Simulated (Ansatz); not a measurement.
System: PbCl, charge 1, singlet. PbCl+ (SMILES [Cl][Pb+]).
B3LYP-D3(BJ)/def2-TZVP minimum from Ansatz (a quantum-chemistry and plane-wave program):
```xyz
2

Pb     0.0000     0.0000    -0.4075
Cl     0.0000     0.0000     1.9654
```
Charge +1, spin multiplicity 1.

Total energies in def2-QZVPP, 10 correlated electrons, 14 frozen orbitals. UHF or UKS for unpaired electrons; spin-orbit terms are left out. Correlated methods leave the cores frozen (noble-gas shells, and filled d and f shells in the p block). Past Kr the def2 sets carry scalar-relativistic core potentials. Spin-orbit terms, left out, reach several kcal/mol for Br and I, and more for heavier atoms. The spin of ClPb+ ([Cl][Pb+], singlet) was assumed, and the state is the lowest solution found for it.

```
method    program  energy (Eh)  minus CCSDT(Q) (mEh)
--------  -------  -----------  --------------------
HF         Ansatz   -651.17588                294.75
MP2        Ansatz   -651.43678                 33.85
CCSD       Ansatz   -651.45529                 15.34
CCSD(T)    Ansatz   -651.46913                  1.50
CCSDT(Q)   Ansatz   -651.47063                  0.00
```

Rough core times of Ansatz's runs on a shared machine: CCSD(T) under 20 s, CCSDT(Q) 10 min.
